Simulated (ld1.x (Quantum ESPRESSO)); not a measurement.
## hydrogen TM: all-electron and pseudo phase curves

```json
{
 "Element": "H (Z = 1)",
 "Generator": "ld1.x (Quantum ESPRESSO) 7.5",
 "Type": "norm-conserving Troullier–Martins (Kleinman–Bylander form)",
 "Functional": "PBE",
 "Relativity": "scalar-relativistic",
 "Frozen core": "none",
 "Valence charge": "1",
 "Reference configuration": "1s1",
 "Partial waves": "2p channel at 0.05 Ry: rc 0.75 bohr; 1s (bound): rc 0.80 bohr",
 "Local potential": "the s channel",
 "Core correction": "none"
}
```

The phase is arctan(r·u′/u) with u = r·R(r), unwrapped; energies in Ry, scanned from -2 to 5 Ry. A pole is an energy at which the radial function vanishes at the test radius. The pseudo phase is shifted by a multiple of π to meet the all-electron one at the reference energy, and phase errors are pseudo minus all-electron; the curves can meet again beyond the range given. Levels narrower than the energy grid can be missing from the lists of poles.

```
channel  radius (bohr)  reference energy (Ry)  poles, all-electron  poles, pseudo  unbroken range about the reference energy with phases within 0.05 rad  phase error 1 Ry above the reference energy (rad)
      s           0.90                  -0.48                 none           none                                                        the whole range                                             +0.000
      p           0.90                   0.05                 none           none                                                        the whole range                                             -0.000
```

Phases in the s channel:

| E (Ry) | all-electron | pseudo |
| --- | --- | --- |
| -2.00 | 0.621 | 0.621 |
| -1.76 | 0.564 | 0.564 |
| -1.52 | 0.499 | 0.499 |
| -1.28 | 0.427 | 0.427 |
| -1.04 | 0.346 | 0.346 |
| -0.80 | 0.257 | 0.257 |
| -0.56 | 0.158 | 0.158 |
| -0.32 | 0.051 | 0.051 |
| -0.08 | -0.062 | -0.062 |
| 0.16 | -0.179 | -0.179 |
| 0.40 | -0.298 | -0.298 |
| 0.64 | -0.415 | -0.415 |
| 0.88 | -0.527 | -0.527 |
| 1.12 | -0.633 | -0.632 |
| 1.36 | -0.730 | -0.729 |
| 1.60 | -0.818 | -0.816 |
| 1.84 | -0.897 | -0.896 |
| 2.08 | -0.968 | -0.966 |
| 2.32 | -1.031 | -1.030 |
| 2.56 | -1.088 | -1.086 |
| 2.80 | -1.139 | -1.137 |
| 3.04 | -1.184 | -1.182 |
| 3.28 | -1.225 | -1.223 |
| 3.52 | -1.262 | -1.260 |
| 3.76 | -1.295 | -1.293 |
| 4.00 | -1.326 | -1.323 |
| 4.24 | -1.353 | -1.351 |
| 4.48 | -1.379 | -1.376 |
| 4.72 | -1.403 | -1.400 |
| 4.96 | -1.424 | -1.421 |
